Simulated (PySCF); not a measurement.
# `FC(F)(F)C[n+]1ccoc1`: 4 charge schemes on one density

Compound: C5H5F3NO (charge +1).
SMILES with atom numbers: `[F:1][C:2]([F:3])([F:4])[CH2:5][n+:6]1[cH:7][cH:8][o:9][cH:10]1` (hydrogens: H11, H12 on C5; H13 on C7; H14 on C8; H15 on C10)

Cartesian coordinates in Å at the GFN2-xTB level; atoms count from 1:
```xyz
15
C5H5F3NO angstrom
F     -1.7886    0.1055   -1.4868
C     -1.9686    0.1696   -0.1676
F     -3.1942   -0.2141    0.1216
F     -1.8139    1.4478    0.1930
C     -0.9174   -0.7053    0.5614
N      0.3971   -0.1965    0.2686
C      1.1670   -0.5359   -0.8160
C      2.2774    0.2428   -0.7390
O      2.1715    1.0222    0.3461
C      1.0483    0.7534    0.9284
H     -1.1251   -0.6620    1.6347
H     -1.0173   -1.7354    0.2062
H      0.8748   -1.2731   -1.5376
H      3.1522    0.3236   -1.3576
H      0.7323    1.2654    1.8226
```

Density: PBE0/pcSseg-1 (PySCF); schemes: Mulliken, IAO, Hirshfeld and ESP-fitted. One conformer (not necessarily the lowest) at the GFN2-xTB geometry, without solvent, vibrations or thermal averaging.

**Question.** Atoms with like bonding are taken together and averaged. Which atoms carry the highest charge in the Mulliken, IAO, Hirshfeld and ESP-fitted schemes?

**Answer.** All schemes agree: Mulliken C2 (+0.797); IAO C2 (+0.818); Hirshfeld C2 (+0.270); ESP-fitted C2 (+0.716).

**Question.** For which atoms does the sign change between the 4 schemes (beyond +0.03 e in one, beyond −0.03 e in another)?

**Answer.** N6 and C7.

**Question.** Which atoms carry the lowest charge in the Mulliken, IAO, Hirshfeld and ESP-fitted schemes?

**Answer.** The schemes don't all agree: Mulliken N6 (-0.581); IAO F1/F3/F4 (-0.260); Hirshfeld F1/F3/F4 (-0.065); ESP-fitted C5 (-0.628).

**Question.** What partial charge does each atom carry?

**Answer.** In e; atoms taken as equivalent share a row and are averaged (×n: the atom named and its like, n in all):

```csv
atom,environment,Mulliken,IAO,Hirshfeld,ESP-fitted
F1/F3/F4,fluorine of a CF3 group,-0.238,-0.260,-0.065,-0.181
C2,CF3 carbon,+0.797,+0.818,+0.270,+0.716
C5,sp3 carbon bound to nitrogen,-0.048,-0.217,-0.008,-0.628
N6,three-coordinate ring nitrogen,-0.581,-0.017,+0.043,+0.340
C7,aromatic CH next to a ring nitrogen,+0.155,-0.081,+0.032,-0.344
C8,aromatic CH next to a ring oxygen,+0.156,+0.053,+0.087,+0.100
O9,ring oxygen,-0.259,-0.132,+0.028,-0.099
C10,aromatic CH next to a ring nitrogen,+0.516,+0.226,+0.189,+0.181
H11/H12,methylene hydrogen,+0.202,+0.211,+0.093,+0.273
H13,aromatic hydrogen,+0.178,+0.229,+0.112,+0.294
H14,aromatic hydrogen,+0.189,+0.237,+0.122,+0.227
H15,aromatic hydrogen,+0.204,+0.243,+0.133,+0.209
```

Mean size of the charges over all atoms: ESP-fitted 0.282 e, Mulliken 0.280 e, IAO 0.230 e, Hirshfeld 0.094 e. Each set sums to the total charge, 1, to within 0.001 e. The Hirshfeld scheme weights the molecular density at each point by an atom's share of the summed free-atom densities. The IAO scheme projects the occupied orbitals on a minimal set of polarised atomic orbitals and counts the electrons in each atom's part of it.

Some averages cover members that differ in this geometry: F1/F3/F4, ESP-fitted -0.201 to -0.153; F1/F3/F4, Mulliken -0.253 to -0.215; F1/F3/F4, IAO -0.274 to -0.239; H11/H12, ESP-fitted +0.257 to +0.290 e.

**Question.** How closely do the schemes follow one another over all atoms?

**Answer.** Correlation coefficient and root-mean-square difference: IAO with Hirshfeld 0.95, 0.195 e; IAO with ESP-fitted 0.86, 0.166 e; Mulliken with Hirshfeld 0.84, 0.259 e; Mulliken with IAO 0.83, 0.187 e; Hirshfeld with ESP-fitted 0.78, 0.256 e; Mulliken with ESP-fitted 0.50, 0.328 e.

**Question.** Sum the charges by element, for elements with more than one atom.

**Answer.** 
| element | atoms | Mulliken | IAO | Hirshfeld | ESP-fitted |
| --- | --- | --- | --- | --- | --- |
| F | 3 | -0.713 | -0.781 | -0.195 | -0.542 |
| C | 5 | +1.577 | +0.799 | +0.571 | +0.026 |
| H | 5 | +0.976 | +1.130 | +0.553 | +1.276 |

**Question.** How many electrons does the IAO scheme count on C10?

**Answer.** Z − q = 6 − (+0.226) = 5.774.

The run behind these numbers computed NMR shieldings as well. The run took 15 s of wall time on one thread, x86-64 server (shared host).
